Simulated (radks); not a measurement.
Trend from Rb+ to Xe+: ionisation energy by Delta-SCF between NIST ground configurations, and size. All-electron calculation, scalar-relativistic Kohn-Sham, PBE, spin-polarised, spherical densities, point nucleus; open shells are filled with parallel spins first (spin-orbit coupling, left out, can overturn this in heavy ions). Program: a radial shooting solver on a logarithmic mesh with Libxc functionals.

species      configuration  IE (eV)  NIST (eV)       kind  -e(HOMO) (eV)  outermost  <r> outermost (bohr)  r at 0.001 e/bohr^3 (bohr)
Rb+                   [Kr]   27.360     27.290       exp.    21.651 (4p)         4p                  1.71                        3.64
Sr+               [Kr] 5s1   11.193     11.030       exp.     8.677 (5s)         5s                  3.87                        4.47
Zr+           [Kr] 4d2 5s1   13.461     13.130       exp.    10.535 (5s)         5s                  3.37                        4.45
Nb+               [Kr] 4d4   14.922     14.320  semi-emp.    10.150 (4d)         4d                  2.03                        4.03
Mo+               [Kr] 4d5   16.538       16.2  semi-emp.    11.424 (4d)         4d                  1.87                        3.94
Tc+           [Kr] 4d5 5s1   15.600     15.260  semi-emp.    12.157 (5s)         5s                  2.97                        4.16
Ru+               [Kr] 4d7   16.717       16.8  semi-emp.    11.383 (4d)         4d                  1.67                        3.82
Rh+               [Kr] 4d8   18.521     18.080  semi-emp.    12.852 (4d)         4d                  1.56                        3.74
Pd+               [Kr] 4d9   20.252       19.4  semi-emp.    14.265 (4d)         4d                  1.47                        3.67
Ag+              [Kr] 4d10   21.930     21.484       exp.    15.639 (4d)         4d                  1.39                        3.59
Cd+          [Kr] 4d10 5s1   17.353     16.908       exp.    13.474 (5s)         5s                  2.64                        3.86
In+          [Kr] 4d10 5s2   18.980     18.870       exp.    14.925 (5s)         5s                  2.48                        3.99
Sn+      [Kr] 4d10 5s2 5p1   14.157     14.633       exp.    10.619 (5p)         5p                  2.89                        4.21
Sb+      [Kr] 4d10 5s2 5p2   16.517      16.63       exp.    12.624 (5p)         5p                  2.65                        4.26
Te+      [Kr] 4d10 5s2 5p3   18.737       18.6       exp.    14.531 (5p)         5p                  2.46                        4.22
I+       [Kr] 4d10 5s2 5p4   18.639     19.131       exp.    14.494 (5p)         5p                  2.34                        4.18
Xe+      [Kr] 4d10 5s2 5p5   21.105     20.975  semi-emp.    16.626 (5p)         5p                  2.19                        4.12

Reference values: NIST Atomic Spectra Database (exp. = measured, semi-emp. = semi-empirical, theory = theoretical value adopted there). Open shells are spherical and high-spin; term and fine-structure splittings are not resolved. Spin-orbit splitting is averaged out at the scalar-relativistic level.
